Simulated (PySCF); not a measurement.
C₄H₇O, multiplicity 2. Atoms are numbered in the order given.

```xyz
12

C      0.5552     1.8812     0.0000
C     -0.1089     0.5932     0.0000
O     -1.3485     0.5183     0.0000
C      0.7678    -0.6608     0.0000
C     -0.0356    -1.9545     0.0000
H      1.6528     1.9770     0.0000
H     -0.0677     2.7886     0.0000
H      1.4467    -0.6037     0.8811
H      1.4467    -0.6037    -0.8811
H      0.6292    -2.8403     0.0000
H     -0.6951    -2.0098    -0.8884
H     -0.6951    -2.0098     0.8884
```
Charge 0, spin multiplicity 2.

Coordinates come from a PBE-D3(BJ)/def2-SVP optimisation. The isomer is the one that the SMILES or the coordinates give; other isomers of the formula were not compared. Other conformers were not sampled.

Computed with PySCF with CAM-B3LYP/def2-TZVP.

Gas-phase values at a fixed geometry.

```yaml
total_energy: -231.77949 hartree
point_group: Cs
"α spin, highest occupied and lowest empty level": -8.89 and 1.36 eV
"β spin, highest occupied and lowest empty level": -8.79 and -2.15 eV
dipole_moment: 3.05 D
quadrupole, principal values (traceless, Buckingham form, about the centre of nuclear charge): -5.07, -0.01, 5.08 D·Å
mean_static_polarisability: 51.4 bohr³ (7.62 Å³)
polarisability_principal_values: 39.0, 53.4, 61.9 bohr³
"⟨S²⟩": 0.769 (pure state 0.75)
```
